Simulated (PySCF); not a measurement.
Isomers of C7H9N, one GFN2-xTB conformer each. Single-point energies are computed at PBE0/pcSseg-1 (PySCF, gas phase, no added dispersion term), electronic only.

Task: Rank them by PBE0/pcSseg-1 energy, lowest first (kJ/mol).
A. `[CH3:1][CH2:2][c:3]1[cH:4][cH:5][n:6][cH:7][cH:8]1` with C1–C2–C3–C4 89°
B. `[CH2:1]=[N:2][C@:3]12[CH2:4][C@@H:5]3[C@H:6]([CH2:7]1)[C@H:8]23` with C1–N2–C3–C4 14°
C. `[CH3:1][C@H:2]1[CH2:3][CH2:4][CH:5]=[C:6]1[C:7]#[N:8]` with C1–C2–C3–C4 99°, C2–C3–C4–C5 19°, C3–C4–C5–C6 -12°, C1–C2–C6–C5 -107°
D. `[CH:1]#[C:2][CH2:3][C@@H:4]([CH3:5])[CH2:6][C:7]#[N:8]` with C2–C3–C4–C5 175°, C3–C4–C6–C7 -63°
E. `[CH2:1]=[N:2][CH2:3][C:4]1=[CH:5][CH2:6][CH:7]=[CH:8]1` with C1–N2–C3–C4 -118°, N2–C3–C4–C5 121°
F. `[CH3:1][CH2:2][c:3]1[cH:4][cH:5][cH:6][n:7][cH:8]1` with C1–C2–C3–C4 -89°
G. `CC(C)=C1C[C@@H]1C#N`
H. `[CH2:1]=[CH:2]/[C:3]([CH3:4])=[C:5](/[CH3:6])[C:7]#[N:8]` with C1–C2–C3–C4 0°

Result: A (0.0), F (2.1), C (71.6), H (136.3), E (179.5), G (196.2), D (224.3), B (314.5).

As drawn, the lowest has an aromatic ring, which the highest lacks; the highest has a three-membered ring, a four-membered ring and a C=N bond, which the lowest lacks. Neighbours under 10 kJ/mol apart (CCc1ccncc1 and CCc1cccnc1) can change places with a better method, another conformer or zero-point energy. GFN2-xTB itself gives, in the same order: 0.0, 1.4, 94.1, 190.7, 163.9, 202.3, 242.5, 224.3. Both levels put the same isomer lowest; measured from each level's own lowest isomer, the values differ by up to 90.2 kJ/mol (C=N[C@]12C[C@@H]3[C@H](C1)[C@@H]32: 224.3 against 314.5).

Task: Which frontier levels, dipoles and rotational constants go with these structures?

Result: 
| SMILES | HOMO (eV, PBE0/pcSseg-1) | LUMO (eV) | dipole (D) | A, B, C (MHz) |
| --- | --- | --- | --- | --- |
| CCc1ccncc1 | -7.25 | -0.60 | 2.78 | 4776, 1499, 1257 |
| CCc1cccnc1 | -7.24 | -0.67 | 2.48 | 4684, 1521, 1265 |
| C[C@H]1CCC=C1C#N | -7.55 | -1.18 | 4.62 | 3493, 1714, 1284 |
| C=C/C(C)=C(/C)C#N | -6.99 | -1.83 | 4.58 | 2888, 1653, 1065 |
| C=NCC1=CCC=C1 | -6.29 | -0.51 | 1.51 | 5379, 1243, 1139 |
| CC(C)=C1C[C@@H]1C#N | -7.47 | -0.15 | 4.57 | 3599, 1321, 1085 |
| C#CC[C@@H](C)CC#N | -8.05 | 0.56 | 3.82 | 2788, 1506, 1166 |
| C=N[C@]12C[C@@H]3[C@H](C1)[C@@H]32 | -6.86 | -0.33 | 1.26 | 4724, 1899, 1703 |

Task: As an exercise, what shares would exp(−E/RT) give at 1000 K from these electronic energies alone (no entropy, no degeneracies)?

Result: RT = 8.314 kJ/mol: CCc1ccncc1 56.4 %, CCc1cccnc1 43.6 %, C[C@H]1CCC=C1C#N under 0.1 %, C=C/C(C)=C(/C)C#N under 0.1 %, C=NCC1=CCC=C1 under 0.1 %, CC(C)=C1C[C@@H]1C#N under 0.1 %, C#CC[C@@H](C)CC#N under 0.1 %, C=N[C@]12C[C@@H]3[C@H](C1)[C@@H]32 under 0.1 %.
